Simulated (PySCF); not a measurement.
## Spinor energies of Ga⁺ (gallium, charge +1)

Start: [Ar] 3d10 4s1 4p1; 4s1/2 filled at m_j = +1/2; 4p3/2 filled at m_j = +3/2. Calculated with PySCF 2.14 in x2c-SVPall-2c with one added diffuse shell each of s, p, d type (6s7p4d, 47 functions): generalised Hartree-Fock with the X2C-1e Hamiltonian and a Gaussian nucleus; one run each with spin-orbit coupling (SO) switched off, then screened by Boettger's factors. This is a chosen level, not necessarily the ground level.

```tsv
spinor shell	electrons	ε, spin-free (eV)	ε, screened SO (eV)	weight of nominal j (screened SO)	rms radius, screened SO (bohr)
1s1/2	2	-10447.4	-10447.3	1.000	0.0561
2s1/2	2	-1350.2	-1350.2	1.000	0.236
2p1/2	2	-1172.5	-1191.6	1.000	0.209
2p3/2	4	-1172.5	-1163.3	1.000	0.212
3s1/2	2	-188.79	-188.82	1.000	0.699
3p1/2	2	-133.02	-135.67	0.999	0.731
3p3/2	4	-133.02	-131.78	1.000	0.740
3d3/2	4	-41.614	-41.965	0.967	0.891
3d5/2	6	-41.614	-41.437	0.978	0.896
4s1/2	1	-22.192	-22.205	0.999	2.43
4p3/2	1	-14.216	-14.158	1.000	3.07
```

| quantity | spin-free | screened SO |
| --- | --- | --- |
| E (hartree) | -1941.46099 | -1941.50895 |
| M_J | 2 | 2 |
| ⟨J²⟩ | 6.007 | 6.007 |
| ⟨L²⟩ | 2.005 | 2.007 |
| ⟨S²⟩ | 2.002 | 2.003 |

Each row is a mean over spinors that exchange with the open shell spreads, by up to 0.499 eV (3s1/2).

Without spin-orbit coupling the j labels of p, d and f shells carry no meaning; the spin-free column gives the mean over the occupied spinors of each nl shell.
